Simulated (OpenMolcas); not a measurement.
Au2+: moving or changing the point charges

Au2+ among 6 point charges of -1.7 e arranged as an octahedron (Oh), 2.04 Å from the ion.
```
   2.0400    0.0000    0.0000  -1.70
   0.0000    2.0400    0.0000  -1.70
  -2.0400    0.0000    0.0000  -1.70
   0.0000   -2.0400    0.0000  -1.70
   0.0000    0.0000    2.0400  -1.70
   0.0000    0.0000   -2.0400  -1.70
```

- Program: OpenMolcas
- Method: SS-CASPT2, IPEA 0.25 Eh, imaginary shift 0.1 Eh (closed shells correlated: 5s 5p)
- Basis: ANO-RCC-VDZP [7s6p4d2f]
- Scalar Hamiltonian: DKH2, point nucleus
- Active space: 9 electrons in 5 orbitals (5d)
- State averaging: 2S+1 = 2 even, 5 roots
- Spin-orbit coupling: RASSI with atomic mean-field integrals over the reference wave functions

Runs around this geometry, states (labels of O, the rotations of Oh). Energies in cm-1 above the lowest state or level, χT in cm3 K/mol; 10Dq is the gap between the two states.

```json
{"R (Å)": "2.04", "q (e)": "-0.85", "Ground state": "2E", "First state of that spin": "2T2 4940", "10Dq": "4941", "First gap with spin-orbit (degeneracies)": "3540 (4, 2)", "χT at 300 K": "1.051"}
{"R (Å)": "1.86", "q (e)": "-1.7", "Ground state": "2E", "First state of that spin": "2T2 14610", "10Dq": "14607", "First gap with spin-orbit (degeneracies)": "11930 (4, 2)", "χT at 300 K": "0.838"}
{"R (Å)": "2.04", "q (e)": "-1.7", "Ground state": "2E", "First state of that spin": "2T2 9850", "10Dq": "9848", "First gap with spin-orbit (degeneracies)": "7640 (4, 2)", "χT at 300 K": "0.937"}
{"R (Å)": "2.14", "q (e)": "-1.7", "Ground state": "2E", "First state of that spin": "2T2 7990", "10Dq": "7993", "First gap with spin-orbit (degeneracies)": "6050 (4, 2)", "χT at 300 K": "0.979"}
```

Taking |10Dq| as R^-n, n = -ln(7993 / 14607) / ln(2.14 / 1.86) = 4.3 between the shortest and longest distance. The point-charge formula for a cubic d site gives n = 5.

Scaling the charges by -0.85 / -1.7 = 0.50 scales |10Dq| by 4941 / 9848 = 0.50; with fixed orbitals a first-order splitting would follow the charge.

Roots that are degenerate in the reference are averaged as groups; the widest CASPT2 spread within a group is 42 cm-1 (the 2-fold group of multiplicity 2 near 0 cm-1 above the lowest state of its run, R = 2.14, q = -1.7). Shifts and gaps below about the spread of the groups concerned are not significant. An orbital doublet at a regular site is open to a Jahn-Teller distortion, which this geometry leaves out. Free-ion shares, where given, are those of the reference states; single-state CASPT2 does not remix them. The ground term spreads over less than 5000 cm-1, several times less than with real ligands, so orbital moments are less quenched and χT lies further from the spin-only value than at real sites (holds for R = 2.04, q = -0.85). Point charges carry no covalency, so the field is a model and not that of real ligands. No measured value stands beside these numbers.
